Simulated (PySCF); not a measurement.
## Bonding in `CNB(C)C`

Species: C3H10BN.
Atom-mapped SMILES: `[CH3:1][NH:2][B:3]([CH3:4])[CH3:5]` (hydrogens: H6, H7, H8 on C1; H9 on N2; H10, H11, H12 on C4; H13, H14, H15 on C5)

Cartesian coordinates in Å at the PBE0-D3(BJ)/def2-SVP level; atoms count from 1:
```
atom  x, y, z in Å
C1     2.0107    0.6204   -0.0039
N2     1.0616   -0.4403    0.2071
B3    -0.3307   -0.4180    0.0303
C4    -1.0610    0.9052   -0.4580
C5    -1.1581   -1.7333    0.3312
H6     2.5642    0.8724    0.9179
H7     1.4919    1.5296   -0.3348
H8     2.7565    0.3643   -0.7771
H9     1.4818   -1.3086    0.5196
H10   -0.9140    1.7317    0.2589
H11   -2.1455    0.7656   -0.5779
H12   -0.6647    1.2592   -1.4252
H13   -1.7072   -2.0516   -0.5720
H14   -1.9315   -1.5311    1.0922
H15   -0.5556   -2.5877    0.6794
```

Bond orders from the PBE0/pcSseg-1 density (PySCF). Isolated species at its PBE0-D3(BJ)/def2-SVP geometry, gas phase.

Problem. Where do the orders between heavy atoms depart from those drawn in the SMILES?

Solution. The largest departure is 0.317, at N2–B3 (drawn single, 1.317). Drawn single, order above 1.12: N2–B3 (1.317).

Problem. Give the Mayer order of every bond, beside its length.

Solution. 
```
  bond  drawn as  length (Å)  Mayer order
 C1–N2    single       1.439        0.976
 N2–B3    single       1.404        1.317
 B3–C4    single       1.588        0.998
 B3–C5    single       1.583        1.023
 C1–H6    single       1.104        0.964
 C1–H7    single       1.098        0.966
 C1–H8    single       1.104        0.964
 N2–H9    single       1.014        0.921
C4–H10    single       1.104        0.952
C4–H11    single       1.100        0.970
C4–H12    single       1.104        0.953
C5–H13    single       1.104        0.952
C5–H14    single       1.104        0.953
C5–H15    single       1.102        0.966
```

Bonds between the same two heavy elements. B–C: lowest B3–C4 (0.998, 1.588 Å), highest B3–C5 (1.023, 1.583 Å).

Problem. Sum the orders of all bonds at each heavy atom with more than one neighbour and set the sums beside the valence in the SMILES.

Solution. C1 3.870 (drawn 4), N2 3.214 (drawn 3), B3 3.338 (drawn 3), C4 3.873 (drawn 4), C5 3.894 (drawn 4). Orders between atoms that aren't bonded are not in these sums.

Mayer orders depend on the basis set.
